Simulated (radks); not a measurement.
Spin polarisation of the 5d6 shell in neutral osmium. Start: [Xe] 4f14 5d(up 3, down 3) 6s2; electrons of 5d are moved from spin down to spin up, other shells keep equal spins. Method: scalar-relativistic Kohn-Sham, SCAN, spin-polarised, spherical densities, finite nucleus; meta-GGA in the generalised Kohn-Sham scheme; Fermi nuclear charge, rms radius of each element as measured or else 0.836 A^(1/3) + 0.57 fm; computed with a radial shooting solver on a logarithmic mesh with Libxc functionals. Estimate the energy gained and the exchange splitting at a moment of 4 Bohr magnetons.

Answer. At moment 4 the spin-polarisation energy is -2.590 eV and the 5d exchange splitting 2.761 eV, that is 0.690 eV per Bohr magneton; E = -I m^2/4 would give I = 0.647 eV.
